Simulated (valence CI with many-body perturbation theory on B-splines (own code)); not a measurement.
Run record, Cu XXIV

Calculated by configuration interaction combined with many-body perturbation theory (CI+MBPT): four valence electrons over a frozen Dirac-Fock core [He], a basis of 11 s, 11 p, 10 d, 8 f, 5 g, 2 h functions for each j, with the one-electron correlation potential Σ1 (screened to all orders), the two-electron term Σ2, the three-electron term Σ3, Breit, model QED; selected single and double excitations, second order for the rest, scaled by the run's own slope (own B-spline code, finite nucleus).

Command, and the settings that its task file holds:

```sh
python run_cv.py task.json out
```

```
atom Cu  Z=29  mass_number=63  rms_radius_fm=3.8823
core [He]
valence 2s2 2p2
avg = 1
basis = M
breit = 1
cap = 32000
capref = 2000
cscale = 1
de = 0.0
dress = 0
eps = 2e-08
extrap = 1
h = 0.27
hh = 1
l2 = 3
lcore = 6
maxit = 60
n2 = 5
natural = 1
nlev = 150
nno = [5, 5, 5, 4, 2, 1]
nroot = 36
nsp = [6, 6, 5, 4, 3, 1]
pt2 = 1
qed = 1
rpa = 1
s1 = 1
s2 = 1
s3 = 1
screen = 1
tol = 2e-05
whole = 1
```

It took 2.4 min on 1 thread of Arm Neoverse V2, on a shared host.

Log. The first blocks belong to the next ion, which gives the ionisation energy. Fields: 2J, parity (1 odd), roots, reference size, generating configurations, candidates as configurations/state functions, variational space P, stored matrix elements, Davidson steps; e2 is the range of second-order energies in hartree. The first line gives the box (bohr), its intervals, the orbitals and the steps of their self-consistent field. Window is the range of levels sought, series limit the energy at which the first omitted orbital would enter, core excitation an estimate of the first excitation out of the core, left out the lowest levels not solved, and shifts from estimates the range by which levels moved from their first estimate, all in cm⁻¹.

```
rmax 6.2 intervals 61 orbitals 83 references ['2s2 2p2', '2s 2p3', '2p4'] scf 4 t 0.5
2J=1 par=1 roots 2 ref 40 generators 2 cand 2163/3159 P 2195/3199 nnz 2e+06 it 5
2J=1 par=1 roots 2 ref 40 generators 4 cand 653/926 P 2848/4125 nnz 2.9e+06 it 5
   second order: generators 9 cand 5819/8849 e2 -0.00002 -0.00001
2J=3 par=1 roots 2 ref 58 generators 4 cand 1587/3141 P 1626/3199 nnz 2.1e+06 it 4
2J=3 par=1 roots 2 ref 58 generators 7 cand 1318/2516 P 2944/5715 nnz 6.1e+06 it 4
   second order: generators 14 cand 9416/19876 e2 -0.00002 -0.00001
reference levels 1254, estimated 814, window 11626519 1/cm; series limit 16264052, core excitation 66165153
2J=0 par=0 roots 18 ref 55 generators 18 cand 1660/2639 P 4282/6397 nnz 2.7e+06 it 8
2J=0 par=0 roots 18 ref 55 generators 37 cand 13210/22729 P 17492/29126 nnz 3.6e+07 it 8
   second order: generators 83 cand 68113/125517 e2 -0.00010 -0.00001
2J=2 par=0 roots 34 ref 129 generators 20 cand 599/2055 P 2381/7204 nnz 4.7e+06 it 8
2J=2 par=0 roots 34 ref 129 generators 30 cand 6580/24790 P 8961/31994 nnz 5.6e+07 it 9
   second order: generators 76 cand 84156/361648 e2 -0.00250 -0.00071
2J=4 par=0 roots 36 ref 156 generators 21 cand 503/2072 P 2142/7261 nnz 5.4e+06 it 8
2J=4 par=0 roots 36 ref 156 generators 35 cand 5364/24681 P 7506/31942 nnz 6e+07 it 9
   second order: generators 96 cand 103824/590941 e2 -0.00386 -0.00138
2J=4 par=1 roots 31 ref 153 generators 22 cand 560/2052 P 2159/7225 nnz 5.2e+06 it 7
2J=4 par=1 roots 31 ref 153 generators 32 cand 5379/24767 P 7538/31992 nnz 6e+07 it 8
   second order: generators 81 cand 92175/537072 e2 -0.00577 -0.00082
2J=2 par=1 roots 32 ref 132 generators 23 cand 579/2055 P 2441/7193 nnz 4.7e+06 it 8
2J=2 par=1 roots 32 ref 132 generators 39 cand 6660/24788 P 9101/31981 nnz 5.6e+07 it 8
   second order: generators 88 cand 85244/368837 e2 -0.00343 -0.00065
2J=6 par=1 roots 17 ref 128 generators 15 cand 580/1990 P 2169/7142 nnz 5.3e+06 it 8
2J=6 par=1 roots 17 ref 128 generators 22 cand 5348/24853 P 7517/31995 nnz 6.3e+07 it 8
   second order: generators 65 cand 90711/630597 e2 -0.00376 -0.00107
2J=0 par=1 roots 13 ref 51 generators 13 cand 1819/2972 P 4249/6443 nnz 2.7e+06 it 8
2J=0 par=1 roots 13 ref 51 generators 17 cand 12638/21724 P 16887/28167 nnz 3.5e+07 it 8
   second order: generators 48 cand 40081/69546 e2 -0.00005 -0.00001
2J=6 par=0 roots 22 ref 128 generators 14 cand 503/2029 P 2081/7182 nnz 5.3e+06 it 8
...
2J=8 par=0 roots 9 ref 86 generators 12 cand 5747/28424 P 8114/35629 nnz 7.4e+07 it 10
   second order: generators 44 cand 71151/561458 e2 -0.00314 -0.00051
2J=10 par=0 roots 3 ref 47 generators 5 cand 1416/4280 P 2599/7392 nnz 4.8e+06 it 5
2J=10 par=0 roots 3 ref 47 generators 7 cand 7068/35866 P 9667/43258 nnz 1.1e+08 it 6
   second order: generators 21 cand 46162/357663 e2 -0.00020 -0.00009
2J=10 par=1 roots 2 ref 48 generators 3 cand 1363/4622 P 2486/7678 nnz 5e+06 it 5
2J=10 par=1 roots 2 ref 48 generators 7 cand 5515/29010 P 8001/36688 nnz 9.5e+07 it 6
   second order: generators 16 cand 41026/290408 e2 -0.00036 -0.00018
left out: unestimated 14909626, estimated 12250219, shifts from estimates -134 to 335
operators 0.2
```

The Davidson iterations converged.

No measured spectrum was set against this ion. As an estimate, levels of excited configurations hold to 0.05 to 0.15 % of their energy, terms of the ground configuration to about 0.5 %. Among the levels kept, up to 1000 cm⁻¹ of a level comes from second order outside the variational space, and about a tenth of that is noise between levels of different J, which matters for small intervals.

- Valence energy: -351.2329 hartree
- Ionisation energy: 2182.5 eV (NIST: 2179.4 ± 1.5 eV (semi-empirical))
- Reference configurations for the orbitals: 2s2 2p2, 2s 2p3, 2p4
- Radial orbitals: 83
- Box radius: 6.222 bohr
- Largest variational space: 43258
- Lowest levels: 2s2 2p2 3P_0 0, 2s2 2p2 3P_1 132020, 2s2 2p2 3P_2 188410, 2s2 2p2 1D_2 373590, 2s2 2p2 1S_0 520490, 2s 2p3 5S°_2 642450, 2s 2p3 3D°_1 958410, 2s 2p3 3D°_2 968490, 2s 2p3 3D°_3 1018800, 2s 2p3 3P°_0 1148100, 2s 2p3 3P°_1 1164900, 2s 2p3 3P°_2 1196300, 2s 2p3 3S°_1 1336700, 2s 2p3 1D°_2 1405800 cm⁻¹

Names give the largest LS component (configuration and term), which can be under half, so a name can repeat, a term be missing and a line seem to break the LS rules; names also repeat where a configuration has a term twice.
